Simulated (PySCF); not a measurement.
SMILES B(O)(CC=O)O (C2H5BO3) (GFN2-xTB optimised geometry):

```
11

O     -2.299     0.053     0.610
C     -1.438    -0.777     0.791
C     -0.205    -0.882    -0.024
B      0.557     0.557     0.000
O      1.900     0.557     0.000
O     -0.144     1.704     0.000
H     -1.517    -1.482     1.639
H      0.429    -1.704     0.291
H     -0.486    -1.032    -1.069
H      2.299     1.428    -0.005
H     -1.101     1.588     0.048
```

Computed with PySCF with PBE0/def2-TZVP.

Task: What are the frontier orbital energies and the dipole moment?

Result: HOMO-2 -9.52 eV, HOMO-1 -9.37 eV, HOMO -7.73 eV, LUMO -1.02 eV, LUMO+1 0.88 eV; dipole moment 1.53 D.

Meta-Löwdin charges at PBE0/def2-TZVP: O1 -0.42, C2 0.30, C3 -0.41, B4 0.47, O5 -0.52, O6 -0.53, H7 0.08, H8 0.14, H9 0.16, H10 0.36, H11 0.37.
